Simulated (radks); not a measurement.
Charge is removed step by step from the 4p (averaged over the sub-levels emptied) level of the ruthenium ion Ru3+, starting from [Kr] 4d5. Method: Dirac Kohn-Sham, PBEsol, spin-unpolarised, spherical densities, point nucleus; open shells are shared between the two j in proportion to 2j + 1; computed with a radial shooting solver on a logarithmic mesh with Libxc functionals. At the starting occupation the eigenvalue is -80.699 eV. Estimate the energy to remove one whole electron from this level, the eigenvalue at the end, and how far E(n) bends from a straight line.

Answer. Delta-SCF 89.200 eV; final eigenvalue -97.884 eV; the deviation from the straight line is -2.149 eV at 0.5 electron removed, the largest on the grid computed. Slater's transition state (half an electron removed) gives 89.154 eV. Integrating minus the eigenvalue over the occupation (Janak's theorem) gives 89.200 eV. The mean slope of the eigenvalue, de/dn, is 17.2 eV per electron.
